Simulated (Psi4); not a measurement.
C2H6Be (SMILES [CH3][Be][CH3]), singlet, geometry from GFN2-xTB (such geometries of metal compounds can be far from the true shape); CAM-B3LYP/6-31G (Psi4).

Here is a job for Psi4.
```
memory 2 GB

molecule {
0 1
  Be    0.00743945    0.00179797   -0.02008394
  C     1.34325800    0.16961268   -1.09841030
  H     2.06285984   -0.64799185   -1.04315004
  H     1.93940669    1.06889496   -0.94047812
  H     1.05888718    0.21201450   -2.15043463
  C    -1.33744142   -0.18725458    1.04331116
  H    -1.90774025   -1.10115211    0.87291218
  H    -2.07641473    0.61189152    0.97592364
  H    -1.07164775   -0.22468519    2.10024171
}

set basis 6-31g
set scf_type cd

energy('cam-b3lyp')
print_variables()
```

The log (banner, timings and long lists left out):

```
   => Loading Basis Set <=

    Name: 6-31G
    Role: ORBITAL
    Keyword: BASIS

Traceback (most recent call last):
  File "psi4", line 375, in <module>
  File "<string>", line 30, in <module>
  File "site-packages/psi4/driver/driver.py", line 533, in energy
  File "site-packages/psi4/driver/procrouting/proc.py", line 2760, in run_scf
  File "site-packages/psi4/driver/procrouting/proc.py", line 1939, in scf_helper
  File "site-packages/psi4/driver/procrouting/proc.py", line 1433, in scf_wavefunction_factory
  File "site-packages/psi4/driver/procrouting/proc.py", line 1397, in build_functional_and_disp
  File "site-packages/psi4/driver/procrouting/dft/superfunctionals.py", line 135, in build_superfunctional

psi4.driver.p4util.exceptions.ValidationError: SCF: SCF_TYPE (CD) not supported for range-separated functionals, plese use SCF_TYPE = 'DF' to automatically select the correct JK build.

Printing out the relevant lines from the Psithon --> Python processed input file:
      H    -1.07164775   -0.22468519    2.10024171
    """)
    core.IO.set_default_namespace("")
    core.set_global_option("BASIS", "6-31g")
    core.set_global_option("SCF_TYPE", "cd")
--> energy('cam-b3lyp')
    print_variables()

!----------------------------------------------------------------------------------!
!                                                                                  !
!  SCF: SCF_TYPE (CD) not supported for range-separated functionals, plese use     !
!     SCF_TYPE = 'DF' to automatically select the correct JK build.                !
!                                                                                  !
!----------------------------------------------------------------------------------!
```

The program refused the input.
